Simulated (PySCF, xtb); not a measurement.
Ge(H)(vinyl)(NH2)2 (C2H8GeN2), SMILES C=[CH][GeH]([NH2])[NH2].

GFN2-xTB (xtb) at its own geometry gives an orbital gap of 4.13 eV and a dipole moment of 2.38 D.

Geometry: B3LYP-D3(BJ)/def2-SVP. Other conformers were not sampled.

**Question.** What does PySCF with PBE/def2-TZVP give? (Estimate from the structure and the level; the computed values follow.)

**Answer.** gap 4.25 eV (levels -5.61 and -1.37 eV), dipole 1.92 D.
